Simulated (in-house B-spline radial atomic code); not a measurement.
# The mercury ion Hg⁶²⁺: [Ne] 3s2 3p6

All numbers are computed (Dirac-Kohn-Sham OLYP, spherical fractional occupations; Fermi nucleus of rms radius 5.4648 fm) with a B-spline radial code for spherical atoms, not measured.

Z_r = [3n² - l(l+1)]/(2<r>); Z_e = n√(-2ε); the last column is Slater's effective charge. Values are occupation-weighted means over j. An effective charge above Z reflects the relativistic contraction of the inner shells.

| shell | electrons | ε (eV) | <r> (bohr) | Z_r | Z_e | Slater |
| --- | --- | --- | --- | --- | --- | --- |
| 1s | 2 | -87848 | 0.01659 | 90.39 | 80.35 | 79.70 |
| 2s | 2 | -19433 | 0.06866 | 87.39 | 75.59 | 75.85 |
| 2p | 6 | -17570 | 0.06204 | 80.59 | 71.87 | 75.85 |
| 3s | 2 | -7606.7 | 0.1687 | 80.01 | 70.93 | 68.75 |
| 3p | 6 | -7054.9 | 0.1669 | 74.92 | 68.31 | 68.75 |

The least bound orbital is 3p3/2 at -6883 eV, and it is also the most diffuse (<r> = 0.1711 bohr).

Spin-orbit splittings of the orbital energies (j = l + 1/2 above j = l - 1/2 when positive): 2p 1979 eV, 3p 514.4 eV.

For the 1s electron the small component carries 9.25 % of the norm, the zero-frequency Breit interaction raises the level by 314.8 eV, self-energy by 203.2 eV, and vacuum polarisation lowers it by 42.06 eV.
